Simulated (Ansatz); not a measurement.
Input file for Ansatz (a program for electronic structure): R-r2SCAN/def2-TZVPPD on C3H5NO (a complex), monomers drawn apart or pushed together. Files ending in .json are basis or fitting sets from the Basis Set Exchange.

Ansatz 0.2 input:
```yaml
crystal:
  periodic: [false, false, false]
  atoms:
    - {symbol: C, position_ang: [-0.46930834, -0.45528439, 0.16497162]}
    - {symbol: O, position_ang: [0.66485995, -0.05572211, 0.13568639]}
    - {symbol: H, position_ang: [-0.71021650, -1.52942070, 0.25603581]}
    - {symbol: H, position_ang: [-1.33382768, 0.22935422, 0.10211369]}
    - {symbol: C, position_ang: [1.16213450, 0.56427717, 5.32227406]}
    - {symbol: C, position_ang: [-0.20262637, 0.07638805, 5.23696320]}
    - {symbol: N, position_ang: [-1.27943479, -0.31221740, 5.12676041]}
    - {symbol: H, position_ang: [1.18242859, 1.55178477, 5.78343725]}
    - {symbol: H, position_ang: [1.77080671, -0.11751838, 5.91635175]}
    - {symbol: H, position_ang: [1.57574382, 0.62960876, 4.31433653]}
basis:
  gaussian:
    orbitals: def2-TZVPPD.json
hamiltonian:
  xc: {name: r2SCAN}
scf: {lower_state_search: off}
```

Program output:

```
WARN ansatz: RAYON_NUM_THREADS=2 ignored (pool sized by the plan → 2); use --threads N
Functional definition: r2SCAN
these checks for a lower state are left out or cut short: stability, starts, cluster_reference, orbital_swaps, neighbouring_geometries, increment
integrals: 0.15 GiB planned
1180 factors; their error is unknown
mean field: 1.27 GiB planned
mean field evaluation 1: about -6717.0910 eV, gradient 7.0e1 eV
mean field evaluation 2: about -6703.1970 eV, gradient 1.1e2 eV
mean field evaluation 4: about -6726.9864 eV, gradient 5.0e0 eV
mean field evaluation 8: about -6727.0493 eV, gradient 2.9e-1 eV
mean field evaluation 16: about -6727.0138 eV, gradient 2.4e-4 eV
mean field -6727.01377452 eV, -247.2131964800 hartree, gradient 8.6e-6 eV, S^2 0.000000; 0 other end points of the search recorded, 0 dependent functions left out
reference -6727.01379315 eV, -247.2131971644 hartree; 19, 19 occupied and 254, 254 virtual orbitals, 1180 factors
Total energy: -6727.01379315 eV, -247.2131971644 hartree
Checks for a lower state left out: stability, starts, cluster_reference, orbital_swaps, neighbouring_geometries, increment
```

The calculation finished and met its thresholds.

Cost: about 5 core-seconds (a rough figure).
